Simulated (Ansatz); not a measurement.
Computed with Ansatz on PBE0-D4/def2-TZVP structures; ΔE is electronic, products minus reactants. CCSD(T)/CBS adds triple-zeta CCSD(T) − MP2 to the extrapolated MP2 energy (def2 sets, frozen cores). This one scheme is used for every species. Functionals use def2-TZVPP. B3LYP here is the variant with VWN-RPA as its local correlation; programs differ in this. Elements past krypton have def2 core potentials. For Sn outer-core shells are correlated without core-valence functions, which leaves a few kJ/mol of doubt a bond. Each species was taken in one conformer, which may not be the lowest.

Consider the ligand exchange at the Sn–N bond: `O=C[NH][SnH2][OH]` + `O[SiH3]` → `[OH][SnH2][O][SiH3]` + `NC=O`.

```csv
level,ΔE (kJ/mol)
B3LYP-D4,-19.0
ωB97X-V,-15.6
r2SCAN,-15.3
HF/def2-QZVPP,-30.2
```

Question: What does CCSD(T)/CBS give? (Estimate.)

Answer: Computed: -11.9 kJ/mol. The listed levels differ from it by -7.1, -3.7, -3.4, -18.3 kJ/mol.

Largest T1 diagnostic among the species: 0.016.

In def2-TZVPP, CCSD(T) changes the Hartree–Fock value by +18.0 kJ/mol (the triples alone add +3.0 kJ/mol) and MP2 by +18.0 kJ/mol.
